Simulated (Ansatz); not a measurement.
Molecule: C₅H₇Ge (charge 0, doublet). It need not be the lowest isomer of its formula. 
Coordinates optimised at B3LYP-D3(BJ)/def2-TZVP (Ansatz, an electronic-structure program):
```xyz
13

Ge     1.6023    -0.0926     0.2626
C     -0.2949     0.0336    -0.0559
C     -1.0788     1.1100     0.2018
C     -2.5077     0.7899    -0.1212
C     -2.4364    -0.6341    -0.5880
C     -1.1632    -1.0549    -0.5384
H      2.2873    -1.0081    -0.7787
H      2.2460     1.3126     0.2788
H     -0.7497     2.0677     0.5782
H     -3.1611     0.9077     0.7524
H     -2.9125     1.4582    -0.8911
H     -3.2925    -1.2054    -0.9151
H     -0.8060    -2.0360    -0.8184
```
Charge 0, spin multiplicity 2.

Quantity: atomisation energy (electronic, to ground-state atoms), in kJ/mol. Cores are frozen in the correlated levels unless marked. UHF or UKS for open shells. No spin-orbit coupling. Frozen are the shells of the preceding noble gas and the d and f shells that filled before the atom's block. Non-relativistic. The coupled-cluster limit lacks core correlation, which all-electron functionals hold. Basis-set limits of correlation are two-point, X^-3; Hartree-Fock from the larger set.

```csv
level,program,atomisation energy (kJ/mol)
HF/cc-pVDZ,Ansatz,3880.8
BLYP/def2-TZVPD,Ansatz,5238.5
```

Question: What does CCSD(T)/CBS(cc-pVTZ,cc-pVQZ) (Ansatz) give?

Answer: 5303.9 kJ/mol
